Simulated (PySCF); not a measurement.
SnH₃, SMILES [SnH3+], charge +1. Atoms are numbered in the order given.

```xyz
4

Sn     0.0000     0.0000     0.0000
H      1.6863     0.0000     0.0000
H     -0.8431     1.4604     0.0000
H     -0.8431    -1.4604     0.0000
```
Charge +1, spin multiplicity 1.

Geometry optimised at PBE0-D3(BJ)/def2-TZVPD. The spin state was assumed, not searched. The isomer is the one that the SMILES or the coordinates give; other isomers of the formula were not compared. The def2 effective core potentials stand for the cores of Sn; spin–orbit coupling is left out.

Calculation: TDA-PBE/def2-TZVPD (PySCF).

Vertical excitations; the highest root listed may be one member of a degenerate set. The molecule is in vacuum. State labels are in the subgroup C2v.

Computed excitation energies, oscillator strengths and character:
```csv
state,symmetry,energy (eV),λ (nm),f,main pairs
S1,A2,4.78,260,0.000,HOMO−1→LUMO (degenerate set)
S2,B2,4.78,260,0.000,HOMO→LUMO (degenerate set)
S3,B1,8.37,148,0.105,HOMO−1→LUMO+1 (degenerate set)
S4,A1,8.37,148,0.105,HOMO→LUMO+1 (degenerate set)
S5,B1,9.43,131,0.000,"HOMO→LUMO+2 50 %, HOMO−1→LUMO+3 50 %"
S6,A1,9.82,126,0.000,"HOMO−1→LUMO+2 46 %, HOMO→LUMO+3 46 %"
S7,B2,10.38,119,0.064,"HOMO−2→LUMO 75 %, HOMO→LUMO+5 12 %, HOMO−1→LUMO+6 12 %"
S8,A1,10.63,117,0.531,HOMO→LUMO+4 (degenerate set)
S9,B1,10.63,117,0.531,HOMO−1→LUMO+4 (degenerate set)
S10,B1,11.33,109,1.061,"HOMO−1→LUMO+3 26 %, HOMO→LUMO+2 26 %, HOMO−1→LUMO+4 20 %, HOMO−1→LUMO+1 14 %"
T1,A2,4.27,291,0,HOMO−1→LUMO (degenerate set)
T2,B2,4.27,291,0,HOMO→LUMO (degenerate set)
T3,B1,6.38,194,0,HOMO−1→LUMO+1 (degenerate set)
T4,A1,6.38,194,0,HOMO→LUMO+1 (degenerate set)
```
Triplets are in the Tamm–Dancoff approximation.
